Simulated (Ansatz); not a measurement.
Basis sets compared for Cu5H5. The state is a singlet with charge 0. Geometry PBE-D4/def2-SVP. Ansatz on 4 threads of Arm Neoverse V2 on a shared host; times are rough, and most runs start from earlier orbitals.

```
atom    x (Å)    y (Å)    z (Å)
 Cu1   1.0259   1.7308   0.1854
 Cu2  -0.8217  -1.5222   1.0329
 Cu3   0.1328   0.8402  -1.8279
 Cu4  -0.7432  -1.3210  -1.3373
 Cu5   0.4191   0.2793   1.9582
  H6  -0.6071  -0.8488   2.4851
  H7  -0.4237  -0.4342  -2.6450
  H8   0.6919   2.2607  -1.3016
  H9   1.5085   1.4448   1.7012
 H10  -1.1825  -2.4296  -0.2510
```

The 6-31G sets use Cartesian d functions. Another isomer (singlet) lies 0.02 eV lower at PBE0-D4/def2-TZVP.

Binding counts from free atoms (Cu doublet, H doublet) in the same basis, without a counterpoise term.

```json
{"level": "HF/6-31G", "functions": "155", "energy (Eh)": "-8196.0616", "HOMO (eV)": "-9.85", "LUMO (eV)": "0.69", "binding per atom (eV)": "2.00", "wall time": "3 s"}
{"level": "HF/def2-TZVP", "functions": "255", "energy (Eh)": "-8197.5935", "HOMO (eV)": "-10.63", "LUMO (eV)": "1.13", "binding per atom (eV)": "1.30", "wall time": "8 s"}
{"level": "PBE-D4/def2-SVP", "functions": "180", "energy (Eh)": "-8203.3141", "HOMO (eV)": "-5.42", "LUMO (eV)": "-2.33", "binding per atom (eV)": "2.58", "wall time": "3.7 s"}
{"level": "PBE-D4/def2-TZVP", "functions": "255", "energy (Eh)": "-8204.5768", "HOMO (eV)": "-5.81", "LUMO (eV)": "-2.71", "binding per atom (eV)": "2.33", "wall time": "5.5 s"}
{"level": "r2SCAN-D4/def2-TZVP", "functions": "255", "energy (Eh)": "-8205.7264", "HOMO (eV)": "-5.85", "LUMO (eV)": "-2.55", "binding per atom (eV)": "2.41", "wall time": "13 s"}
{"level": "PBE0-D4/def2-SVP", "functions": "180", "energy (Eh)": "-8203.3225", "HOMO (eV)": "-6.96", "LUMO (eV)": "-1.57", "binding per atom (eV)": "2.38", "wall time": "7 s"}
{"level": "PBE0-D4/def2-TZVP (with forces)", "functions": "255", "energy (Eh)": "-8204.5369", "HOMO (eV)": "-7.28", "LUMO (eV)": "-1.92", "binding per atom (eV)": "2.21", "wall time": "15 s"}
```

Question: Estimate the rows for PBE-D4/def2-TZVPD, r2SCAN-D4/def2-TZVPD, PBE0-D4/def2-TZVPD.

Answer: 
| level | functions | energy (Eh) | HOMO (eV) | LUMO (eV) | binding per atom (eV) | wall time |
| --- | --- | --- | --- | --- | --- | --- |
| PBE-D4/def2-TZVPD | 285 | -8204.5806 | -5.81 | -2.83 | 2.34 | 7.5 s |
| r2SCAN-D4/def2-TZVPD | 285 | -8205.7294 | -5.84 | -2.67 | 2.42 | 16 s |
| PBE0-D4/def2-TZVPD | 285 | -8204.5396 | -7.28 | -2.09 | 2.21 | 18 s |
